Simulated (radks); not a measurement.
Results of a calculation; reference values are marked as such.
Ca IV, 17 electrons, occupied as [Ne] 3s2 3p5 (the NIST ground configuration).

Level of theory: scalar-relativistic Kohn-Sham, PBE, spin-polarised, spherical densities, point nucleus; open shells are filled with parallel spins first (a radial shooting solver on a logarithmic mesh with Libxc functionals).

Energy parts (hartree):
total: -677.78786
kinetic: 682.46926
electron-nucleus: -1588.74709
Hartree: 263.54394
exchange-correlation: -35.05397

Orbitals (lengths in bohr, moments of r in powers of bohr):
\begin{tabular}{lrrrr}
orbital & occ. & eigenvalue (hartree) & <1/r> & <r^2> \\ \hline
1s up & 1 & -146.4904 & 19.74 & 0.007943 \\
1s down & 1 & -146.4792 & 19.74 & 0.007942 \\
2s up & 1 & -16.54208 & 4.050 & 0.1569 \\
2s down & 1 & -16.53274 & 4.050 & 0.1568 \\
2p up & 3 & -13.62233 & 3.953 & 0.1326 \\
2p down & 3 & -13.60858 & 3.953 & 0.1326 \\
3s up & 1 & -2.94077 & 1.245 & 1.444 \\
3s down & 1 & -2.88746 & 1.243 & 1.454 \\
3p up & 3 & -2.21644 & 1.132 & 1.687 \\
3p down & 2 & -2.16574 & 1.127 & 1.706 \\
3d up & 0 & -1.15543 & 0.8757 & 2.526 \\
3d down & 0 & -1.11419 & 0.8661 & 2.616 \\
4s up & 0 & -0.88454 & 0.4765 & 8.934 \\
4s down & 0 & -0.87116 & 0.4725 & 9.085 \\
\end{tabular}

The highest occupied level is 3p down at -58.933 eV. For comparison, the ionisation energy in NIST's Atomic Spectra Database is 67.273 eV (semi-empirical). In exact Kohn-Sham theory the highest level is minus the ionisation energy, but local and semilocal functionals leave it too shallow, through self-interaction and a potential that decays too fast; potentials with the right tail come closer. Spin moment in Bohr magnetons: 1.
